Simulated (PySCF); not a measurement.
C7H9N.
Atom-mapped SMILES: `[CH3:1][CH2:2][c:3]1[cH:4][cH:5][cH:6][n:7][cH:8]1` (hydrogens: H9, H10, H11 on C1; H12, H13 on C2; H14 on C4; H15 on C5; H16 on C6; H17 on C8)

Structure optimised with GFN2-xTB, isolated species.

Problem. Give the optimised bond lengths and angles.

Solution. 
```
                 bond  length (Å)
                C1–C2       1.530
                C2–C3       1.500
                C3–C4       1.390
                C4–C5       1.385
                C5–C6       1.386
                C6–N7       1.322
                N7–C8       1.320
                C3–C8       1.392
C1–H9, C1–H10, C1–H11       1.088
       C2–H12, C2–H13       1.092
               C4–H14       1.082
               C5–H15       1.079
               C6–H16       1.082
               C8–H17       1.083
```

Bonds in one row agree within 0.01 Å and their mean is given. A selection of angles:
```
     angle  degrees
  C2–C1–H9    110.4
 H9–C1–H10    108.7
H10–C1–H11    108.3
  C1–C2–C3    110.4
 C1–C2–H12    109.3
 C3–C2–H12    109.8
H12–C2–H13    108.3
  C2–C3–C4    121.6
  C2–C3–C8    121.3
  C4–C3–C8    117.0
  C3–C4–C5    119.4
 C3–C4–H14    120.0
 C5–C4–H14    120.6
  C4–C5–C6    118.3
 C4–C5–H15    121.0
 C6–C5–H15    120.7
  C5–C6–N7    123.1
 C5–C6–H16    121.3
 N7–C6–H16    115.6
  C6–N7–C8    118.2
 N7–C8–H17    115.4
  C3–C8–N7    124.1
 C3–C8–H17    120.5
```

Torsions: C1–C2–C3–C4 -89° (synclinal). The mirror-image conformer, all signs reversed, is as good.

N7 (pyridine-type nitrogen) is bent (angle 118.2°). The C–C distances run from 1.385 Å (C4–C5, aromatic) to 1.530 Å (C1–C2, drawn single), a spread of 0.145 Å. Of the pairs four or more bonds apart, H12···H14 is among the closest relative to their van der Waals radii: 2.49 Å, 104 % of the sum of Bondi's values. The 6-membered ring C3–C4–C5–C6–N7–C8 has internal angles of 117.0° to 124.1° (sum 720°, against 720° for a flat polygon); it is planar, 0.00 Å rms from its mean plane, widest ring torsion 0°.

Point group: C1 (no symmetry element, even within 0.4 Å). GFN2-xTB frequencies: not computed here. One conformer, not necessarily the lowest.
